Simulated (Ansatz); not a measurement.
Start from `CC(=O)C=C(C)C` and change one atom or group to get `CC1=CC(C)=[O+][Ti-]([CH3])([CH3])([CH3])[O]1`.

Ansatz, PBE0-D4/def2-TZVP geometries, multiplicity 1. Each molecule was computed in one conformer, which needn't be the lowest.

Scalar relativity is left out up to krypton.

```json
{"property": "HOMO energy (B3LYP/def2-TZVPP) / eV", "`CC(=O)C=C(C)C`": "-6.70"}
{"property": "LUMO energy (PBE0/def2-TZVPP) / eV", "`CC(=O)C=C(C)C`": "-1.31"}
{"property": "LUMO energy (PBE/def2-TZVPP) / eV", "`CC(=O)C=C(C)C`": "-2.28"}
{"property": "HOMO energy (PBE/def2-TZVPP) / eV", "`CC(=O)C=C(C)C`": "-5.33"}
{"property": "LUMO energy (B3LYP/def2-TZVPP) / eV", "`CC(=O)C=C(C)C`": "-1.52"}
{"property": "HOMO energy (PBE0/def2-TZVPP) / eV", "`CC(=O)C=C(C)C`": "-6.94"}
```

Q: Give the same properties after the change, and the shifts. (Best estimate.)

A: Ansatz gave: 
| property | `CC1=CC(C)=[O+][Ti-]([CH3])([CH3])([CH3])[O]1` | shift |
| --- | --- | --- |
| HOMO energy (B3LYP/def2-TZVPP) / eV | -6.50 | 0.20 |
| LUMO energy (PBE0/def2-TZVPP) / eV | -1.83 | -0.52 |
| LUMO energy (PBE/def2-TZVPP) / eV | -2.73 | -0.45 |
| HOMO energy (PBE/def2-TZVPP) / eV | -5.40 | -0.07 |
| LUMO energy (B3LYP/def2-TZVPP) / eV | -2.05 | -0.53 |
| HOMO energy (PBE0/def2-TZVPP) / eV | -6.72 | 0.22 |

With PBE0 the HOMO rises by 0.22 eV and the LUMO falls by 0.52 eV, so the gap narrows by about 0.74 eV. PBE moves the HOMO by -0.07 eV and ωB97M-V by 0.31 eV.

B3LYP here is the variant with VWN-RPA as its local correlation; programs differ in this.
